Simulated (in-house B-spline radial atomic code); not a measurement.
Si²⁺. Computed with a B-spline radial atomic code. Model: non-relativistic spherical atom: semilocal Troullier-Martins pseudo-atom, one channel per l, against all electrons, high spin, G0W0 and RPA with empty states to l = 8, local potential for every l without a channel, a model core (radius 0 = none) keeps its share of the functional.

What the tables leave out is listed at the end.

The pseudopotential gives back the lowest level of each angular momentum of its own functional in the configuration it was made in; a second state of the same l is only approximately right. Exact exchange, RPA and GW see the smooth pseudo-orbitals and miss the exchange with the core, for which the functional's share stands in. The column with an uncorrelated core keeps all orbitals and exact exchange, and so separates missing core correlation from pseudisation. Only the three outermost levels and the lowest empty one were computed. RPA here is direct RPA, with no exchange kernel, and its energies carry an (l + 1/2)⁻⁴ tail. A hybrid on a potential with a model core restores only its own semilocal share of the core's exchange.

Command:
```bash
python run_psgw.py task.json out
```
Settings (lengths in bohr, energies in hartree):
```
Z                      14
electrons              12
configuration          [Ne] 3s2
generated_in           [Ne] 3s2 3p2
functional             lda,vwn
core_shells            2
radius_factor          1.15
core_correction        False
ion_configuration      [Ne] 3s1
```

Cost of the run: 15 s on 1 thread of Intel(R) Xeon(R) 6975P-C (Granite Rapids), with other jobs on the host.

Given: made with LDA VWN5; model core radius 0 bohr; local radius 0.875 bohr; mean-field start LDA VWN5.

Valence shells of the generating configuration: 2p, 3s, 3p.

Channel: s 2.04, p 0.669 (radii in bohr).

Computed: largest level miss in the spin-unpolarised generating configuration 0.063 eV; valence RPA correlation energy all-electron orbitals -0.4567 hartree; valence RPA correlation energy pseudo -0.53951 hartree; pseudo-atom RPA polarisability 8.9423 bohr³; ionisation by mean-field all-electron 33.522 eV; ionisation by mean-field pseudo minus all -0.15 eV; ionisation by RPA all-electron 33.922 eV.

```csv
level,occupied,mean-field all-electron (eV),mean-field pseudo minus all (eV),G0W0 all-electron (eV),G0W0 uncorrelated core minus all (eV),G0W0 pseudo minus all (eV),exchange self-energy all-electron (eV),exchange self-energy pseudo (eV)
3s,1,-28.601,0.121,-33.787,-0.044,-0.327,-15.297,-14.381
3p (empty),0,-20.665,0.205,-16.761,0.023,0.262,-4.5703,-3.8253
```

Q: What is the all-electron RPA polarisability, core included?

A: 8.9146 bohr³.

Q: What is the ionisation by RPA pseudo minus all?

A: 0.319 eV.

Given: mean-field start PBE0.

Computed: valence RPA correlation energy all-electron orbitals -0.43153 hartree; valence RPA correlation energy pseudo -0.51703 hartree; all-electron RPA polarisability, core included 8.034 bohr³; pseudo-atom RPA polarisability 7.9304 bohr³; ionisation by mean-field all-electron 33.245 eV; ionisation by RPA pseudo minus all 0.308 eV.

```tsv
level	occupied	mean-field all-electron (eV)	mean-field pseudo minus all (eV)	G0W0 all-electron (eV)	G0W0 uncorrelated core minus all (eV)	G0W0 pseudo minus all (eV)	exchange self-energy all-electron (eV)	exchange self-energy pseudo (eV)
3s	1	-29.632	0.009	-33.705	-0.038	-0.338	-15.055	-14.397
2p	1	-122.3	1.029	-132.48	-0.711	3.728	-67.549	-55.688
3p (empty)	0	-19.399	0.195	-16.695	0.02	0.303	-4.2854	-3.6416
```

Q: What is the ionisation by mean-field pseudo minus all?

A: -0.023 eV.

Q: What is the ionisation by RPA all-electron?

A: 33.716 eV.

Given: mean-field start Hartree-Fock.

Computed: valence RPA correlation energy all-electron orbitals -0.37974 hartree; all-electron RPA polarisability, core included 6.3346 bohr³; pseudo-atom RPA polarisability 5.7861 bohr³; ionisation by mean-field pseudo minus all 0.558 eV; ionisation by RPA all-electron 33.307 eV; ionisation by RPA pseudo minus all 0.338 eV.

| level | occupied | mean-field all-electron (eV) | mean-field pseudo minus all (eV) | G0W0 all-electron (eV) | G0W0 uncorrelated core minus all (eV) | G0W0 pseudo minus all (eV) | exchange self-energy all-electron (eV) | exchange self-energy pseudo (eV) |
| --- | --- | --- | --- | --- | --- | --- | --- | --- |
| 3s | 1 | -32.163 | -0.598 | -33.523 | -0.027 | -0.314 | -14.636 | -14.808 |
| 2p | 1 | -137.16 | 5.669 | -134.5 | -0.699 | 4.347 | -67.646 | -55.398 |
| 3p (empty) | 0 | -15.49 | 0.465 | -16.508 | 0.015 | 0.472 | -3.6169 | -3.0876 |

Q: What is the valence RPA correlation energy pseudo?

A: -0.46658 hartree.

Q: What is the ionisation by mean-field all-electron?

A: 31.955 eV.

Among the listed levels the largest G0W0 shift of the pseudo-atom is +4.35 eV, for 2p on the Hartree-Fock start, while leaving the core uncorrelated moves that level by -0.70 eV. So pseudisation and the lost core exchange, not the missing core correlation, make the error. Not in the tables (levels of low weight, unsolved or above zero; the highest and the empty levels are kept at any weight): on LDA the G0W0 levels 2p (pseudo minus all +2.88 eV, weights 0.77 and 0.66).
